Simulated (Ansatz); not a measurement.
Ansatz (a first-principles code) input for Al(F)(Me)(SiH3) (CH6AlFSi), SMILES [CH3][Al]([F])[SiH3], r2SCAN-D4/def2-SVP. 

Ansatz 0.2 input:
```yaml
crystal:
  periodic: [false, false, false]
  atoms:
    - {symbol: Al, position_ang: [0.26923203, -0.30136144, 0.27218748]}
    - {symbol: F, position_ang: [1.76346840, -0.73074654, -0.31927255]}
    - {symbol: C, position_ang: [-0.10574099, -1.15091329, 2.03776286]}
    - {symbol: H, position_ang: [-0.04835351, -2.24375102, 1.95891785]}
    - {symbol: H, position_ang: [-1.07565632, -0.91281873, 2.48230905]}
    - {symbol: H, position_ang: [0.66073862, -0.86982058, 2.77051604]}
    - {symbol: Si, position_ang: [-1.01700565, 1.19509866, -1.12267301]}
    - {symbol: H, position_ang: [-2.37827772, 1.43356374, -0.59946052]}
    - {symbol: H, position_ang: [-1.22307681, 0.71607458, -2.50677284]}
    - {symbol: H, position_ang: [-0.43408118, 2.54526828, -1.27964908]}
basis:
  gaussian:
    orbitals: def2-SVP
hamiltonian:
  xc: r2scan
  dispersion: d4
relax: {f_tol: 0.002, max_steps: 200}
```

It prints:

```
WARN ansatz: RAYON_NUM_THREADS=1 ignored (pool sized by the plan → 1); use --threads N
Functional definition: r2SCAN
integrals: 0.04 GiB planned
1043 factors; their error is unknown
mean field: 0.24 GiB planned
mean field evaluation 1: about -18309.1619 eV, gradient 6.0e1 eV
mean field evaluation 2: about -18295.6437 eV, gradient 9.8e1 eV
mean field evaluation 4: about -18317.3272 eV, gradient 6.1e0 eV
mean field evaluation 8: about -18317.4141 eV, gradient 3.4e-2 eV
mean field evaluation 16: about -18317.3466 eV, gradient 1.4e-5 eV
mean field -18317.34661739 eV, -673.1500722455 hartree, gradient 1.4e-5 eV, S^2 0.000000; 0 other end points of the search recorded, 0 dependent functions left out
the calculation of the forces begins
reference -18317.34662954 eV, -673.1500726921 hartree; 24, 24 occupied and 70, 70 virtual orbitals, 1043 factors
relax step   1: F+E_penalty+E_count = -18317.38741845 eV  Δ(F+E_penalty+E_count) = +0.000e0 eV  max|allowed force component| = 9.587e-1 eV/Å  Δτ_max = 0.0000 Å  (26 SCF iters, accepted)
these checks for a lower state are left out or cut short: starts, cluster_reference, orbital_swaps, neighbouring_geometries, increment
integrals: 0.04 GiB planned
1043 factors; their error is unknown
mean field: 0.24 GiB planned
mean field -18317.41190101 eV, -673.1524713744 hartree, gradient 1.9e-5 eV, S^2 0.000000; 0 other end points of the search recorded, 0 dependent functions left out
the calculation of the forces begins
reference -18317.41191310 eV, -673.1524718187 hartree; 24, 24 occupied and 70, 70 virtual orbitals, 1043 factors
relax step   2: F+E_penalty+E_count = -18317.45303690 eV  Δ(F+E_penalty+E_count) = -6.562e-2 eV  max|allowed force component| = 3.602e-1 eV/Å  Δτ_max = 0.0975 Å  (27 SCF iters, accepted)
these checks for a lower state are left out or cut short: starts, cluster_reference, orbital_swaps, neighbouring_geometries, increment
integrals: 0.04 GiB planned
1043 factors; their error is unknown
mean field: 0.24 GiB planned
mean field -18317.41865817 eV, -673.1527196954 hartree, gradient 1.9e-5 eV, S^2 0.000000; 0 other end points of the search recorded, 0 dependent functions left out
the calculation of the forces begins
reference -18317.41867026 eV, -673.1527201399 hartree; 24, 24 occupied and 70, 70 virtual orbitals, 1043 factors
relax step   3: F+E_penalty+E_count = -18317.45978992 eV  Δ(F+E_penalty+E_count) = -6.753e-3 eV  max|allowed force component| = 8.714e-2 eV/Å  Δτ_max = 0.0208 Å  (29 SCF iters, accepted)
these checks for a lower state are left out or cut short: starts, cluster_reference, orbital_swaps, neighbouring_geometries, increment
integrals: 0.04 GiB planned
1043 factors; their error is unknown
mean field: 0.24 GiB planned
mean field evaluation 32: about -18317.4850 eV, gradient 7.0e-1 eV
mean field -18317.41948426 eV, -673.1527500538 hartree, gradient 2.0e-5 eV, S^2 0.000000; 0 other end points of the search recorded, 0 dependent functions left out
the calculation of the forces begins
reference -18317.41949634 eV, -673.1527504977 hartree; 24, 24 occupied and 70, 70 virtual orbitals, 1043 factors
relax step   4: F+E_penalty+E_count = -18317.46065425 eV  Δ(F+E_penalty+E_count) = -8.643e-4 eV  max|allowed force component| = 1.686e-2 eV/Å  Δτ_max = 0.0219 Å  (30 SCF iters, accepted)
these checks for a lower state are left out or cut short: starts, cluster_reference, orbital_swaps, neighbouring_geometries, increment
integrals: 0.04 GiB planned
1043 factors; their error is unknown
mean field: 0.24 GiB planned
mean field -18317.41981965 eV, -673.1527623789 hartree, gradient 1.9e-5 eV, S^2 0.000000; 0 other end points of the search recorded, 0 dependent functions left out
the calculation of the forces begins
reference -18317.41983172 eV, -673.1527628227 hartree; 24, 24 occupied and 70, 70 virtual orbitals, 1043 factors
relax step   5: F+E_penalty+E_count = -18317.46101622 eV  Δ(F+E_penalty+E_count) = -3.620e-4 eV  max|allowed force component| = 2.446e-2 eV/Å  Δτ_max = 0.0237 Å  (28 SCF iters, accepted)
these checks for a lower state are left out or cut short: starts, cluster_reference, orbital_swaps, neighbouring_geometries, increment
integrals: 0.04 GiB planned
1043 factors; their error is unknown
mean field: 0.24 GiB planned
mean field -18317.41991936 eV, -673.1527660434 hartree, gradient 2.0e-5 eV, S^2 0.000000; 0 other end points of the search recorded, 0 dependent functions left out
the calculation of the forces begins
reference -18317.41993143 eV, -673.1527664870 hartree; 24, 24 occupied and 70, 70 virtual orbitals, 1043 factors
relax step   6: F+E_penalty+E_count = -18317.46113893 eV  Δ(F+E_penalty+E_count) = -1.227e-4 eV  max|allowed force component| = 1.586e-2 eV/Å  Δτ_max = 0.0111 Å  (29 SCF iters, accepted)
these checks for a lower state are left out or cut short: starts, cluster_reference, orbital_swaps, neighbouring_geometries, increment
integrals: 0.04 GiB planned
1043 factors; their error is unknown
mean field: 0.24 GiB planned
mean field -18317.41967340 eV, -673.1527570044 hartree, gradient 1.9e-5 eV, S^2 0.000000; 0 other end points of the search recorded, 0 dependent functions left out
the calculation of the forces begins
reference -18317.41968547 eV, -673.1527574479 hartree; 24, 24 occupied and 70, 70 virtual orbitals, 1043 factors
relax step   7: F+E_penalty+E_count = -18317.46090493 eV  Δ(F+E_penalty+E_count) = +2.340e-4 eV  max|allowed force component| = 5.550e-2 eV/Å  Δτ_max = 0.0113 Å  (30 SCF iters, rejected (line search))
these checks for a lower state are left out or cut short: starts, cluster_reference, orbital_swaps, neighbouring_geometries, increment
integrals: 0.04 GiB planned
1043 factors; their error is unknown
mean field: 0.24 GiB planned
mean field evaluation 64: about -18317.4199 eV, gradient 1.3e-5 eV
mean field -18317.41994145 eV, -673.1527668551 hartree, gradient 1.3e-5 eV, S^2 0.000000; 0 other end points of the search recorded, 0 dependent functions left out
the calculation of the forces begins
reference -18317.41995352 eV, -673.1527672987 hartree; 24, 24 occupied and 70, 70 virtual orbitals, 1043 factors
relax step   8: F+E_penalty+E_count = -18317.46116855 eV  Δ(F+E_penalty+E_count) = -2.963e-5 eV  max|allowed force component| = 2.024e-3 eV/Å  Δτ_max = 0.0047 Å  (23 SCF iters, accepted)
these checks for a lower state are left out or cut short: starts, cluster_reference, orbital_swaps, neighbouring_geometries, increment
integrals: 0.04 GiB planned
1043 factors; their error is unknown
mean field: 0.24 GiB planned
mean field -18317.41994075 eV, -673.1527668295 hartree, gradient 1.1e-5 eV, S^2 0.000000; 0 other end points of the search recorded, 0 dependent functions left out
the calculation of the forces begins
reference -18317.41995282 eV, -673.1527672730 hartree; 24, 24 occupied and 70, 70 virtual orbitals, 1043 factors
relax step   9: F+E_penalty+E_count = -18317.46117041 eV  Δ(F+E_penalty+E_count) = -1.857e-6 eV  max|allowed force component| = 4.351e-4 eV/Å  Δτ_max = 0.0016 Å  (21 SCF iters, accepted)
integrals: 0.04 GiB planned
1043 factors; their error is unknown
mean field: 0.24 GiB planned
mean field -18317.41994075 eV, -673.1527668295 hartree, gradient 1.1e-5 eV, S^2 0.000000; 1 other end points of the search recorded, 0 dependent functions left out
the calculation of the forces begins
reference -18317.41995282 eV, -673.1527672730 hartree; 24, 24 occupied and 70, 70 virtual orbitals, 1043 factors
Total energy: -18317.46118248 eV, -673.1542824350 hartree
Atom 0 at     0.325474    -0.332560     0.276244 Å, force    -0.000267     0.000427    -0.000435 eV/Å
Atom 1 at     1.823998    -0.717530    -0.367859 Å, force     0.000430    -0.000076    -0.000088 eV/Å
Atom 2 at    -0.116376    -1.121357     1.996409 Å, force     0.000216    -0.000174     0.000194 eV/Å
Atom 3 at    -0.093128    -2.223896     1.936794 Å, force    -0.000124    -0.000043    -0.000121 eV/Å
Atom 4 at    -1.108598    -0.827143     2.374323 Å, force    -0.000262     0.000127    -0.000059 eV/Å
Atom 5 at     0.631366    -0.838940     2.758412 Å, force     0.000088    -0.000111     0.000407 eV/Å
Atom 6 at    -1.038150     1.178605    -1.089104 Å, force    -0.000020    -0.000080     0.000090 eV/Å
Atom 7 at    -2.401039     1.385884    -0.501716 Å, force    -0.000017     0.000027     0.000075 eV/Å
Atom 8 at    -1.219311     0.650869    -2.479986 Å, force    -0.000071    -0.000076     0.000009 eV/Å
Atom 9 at    -0.392990     2.526664    -1.209653 Å, force     0.000028    -0.000022    -0.000073 eV/Å
Dipole moment:    -0.218663    -0.054278     0.277523 e Å
```

The calculation finished and met its thresholds.
